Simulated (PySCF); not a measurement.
Zn(OH) (HOZn), SMILES [OH][Zn] (connectivity only; charge and spin as stated), neutral, multiplicity 2. Atoms are numbered in the order given.

```xyz
3

Zn    -0.0060    -0.4312     0.0000
O      0.1147     1.3881     0.0000
H     -0.7378     1.8319     0.0000
```
Charge 0, spin multiplicity 2.

Geometry optimised at PBE0-D3(BJ)/def2-TZVP. The spin state was assumed, not searched. The isomer is the one that the SMILES or the coordinates give; other isomers of the formula were not compared.

All values below come from CAM-B3LYP/def2-TZVPD (PySCF).

Mulliken values depend strongly on the basis, most of all with diffuse functions as here. ESP charges are fitted to the potential on shells at 1.4 to 2.0 van der Waals radii. Atomic charges (e):

| atom | Mulliken | ESP fit | Mulliken spin |
|---|---|---|---|
| Zn1 | 0.26 | 0.33 | 0.86 |
| O2 | -0.55 | -0.63 | 0.14 |
| H3 | 0.29 | 0.29 | -0.01 |
